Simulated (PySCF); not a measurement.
# Adding and removing an electron: KTe

UHF-CCSD(T); basis K def2-SVP, Te def2-SVP with ECP28; scalar-relativistic core potentials; PySCF 2.14. Neutral (UHF): doublet (π ↑), Re = 3.243 Å, ωe = 161 cm⁻¹, De = 1.85 eV.

KTe⁺ (UHF): triplet (π ↑↑), Re = 3.766 Å, ωe = 82.1 cm⁻¹, De = 0.42 eV to K⁺ + Te. The energies at the minima are -866.28481 hartree for KTe and -866.08100 for KTe⁺.

Problem. Work out the adiabatic ionisation energy, without and with harmonic zero-point energies (1 hartree = 27.2114 eV, 1 eV = 8065.5 cm⁻¹), and the change of the bond length.

Solution. At UHF-CCSD(T): 0.20381 hartree = 5.546 eV between the minima; the zero-point term (82.1 − 161.0)/2 cm⁻¹ = -0.005 eV makes it 5.541 eV. Re changes by +52.3 pm against the neutral. The electron leaves a π orbital, and the ion is left as a loose complex of an ion and an atom.

Correlated steps freeze 9 core orbitals. Weak bonds: KTe⁺. Basis-set superposition, not corrected here, can be much of De in a small basis, most of all at correlated wavefunction levels. Spin–orbit coupling is left out, which matters for elements this heavy, above all for dissociation energies. For an ion De counts to the pair picked by the measured ionisation energies or electron affinities, which need not be the lowest pair at this level. States were picked by a PBE0 search and need not be the measured ground states.
